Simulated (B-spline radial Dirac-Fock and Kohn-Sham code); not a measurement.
ΔSCF core binding energies without Breit or QED terms, calculated with a B-spline atomic structure program.

A sound run for the free holmium atom in the configuration [Xe] 4f11 6s2: The ground state converged in 11 iterations, with total energy -12621.37679 Ha, virial ratio 1.90915 and highest orbital energy -5.17 eV. ΔSCF binding energies: K (1s) 55867.5 eV, L3 (2p3/2) 8091.6 eV, M5 (3d5/2) 1355.0 eV.

A second run, with one unsound setting: The ground state converged in 12 iterations, with total energy -6683.42640 Ha, virial ratio 2.60781 and highest orbital energy -3.15 eV. ΔSCF binding energies: K (1s) 8642.5 eV, L3 (2p3/2) 4610.6 eV, M5 (3d5/2) 1541.3 eV.

```
iter   energy (Ha)        error
   1    -6585.04480697  8.22e+00
   2    -6634.01259280  2.37e+00
   3    -6682.02039071  3.44e-01
   4    -6683.37674962  9.15e-02
   5    -6683.42082441  1.67e-02
   6    -6683.42506481  1.07e-02
   7    -6683.42629886  1.19e-03
   8    -6683.42639301  2.55e-04
   9    -6683.42639946  5.05e-05
  12    -6683.42639982  2.24e-07
```

Task: Which fault fits the second run best?
A. unbound anion
B. functional not served
C. too few iterations
D. nuclear radius in wrong units

Result: D. The input had radius_factor = 1000.0: radius_factor inflates the nucleus far beyond its size, which weakens the binding of the inner electrons.
